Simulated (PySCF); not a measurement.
# Ionisation energy of V⁺ by level of theory

V⁺ [Ar] 3d4 (5D) → V²⁺ [Ar] 3d3 (4F), as a difference of total energies. All numbers are calculated (PySCF 2.14, the non-relativistic Hamiltonian (point nucleus), in 6-31G*). The calculations carry no spin-orbit coupling.

```csv
method,ionisation energy (eV)
PBE0,14.144
M06-L,13.689
```

These non-relativistic numbers lack the scalar-relativistic shift.

The reference lies between the lowest fine-structure levels, while these numbers refer to the centres of the terms.

For comparison: 14.634 ± 0.007 eV (measured; NIST Atomic Spectra Database, ionization energies).
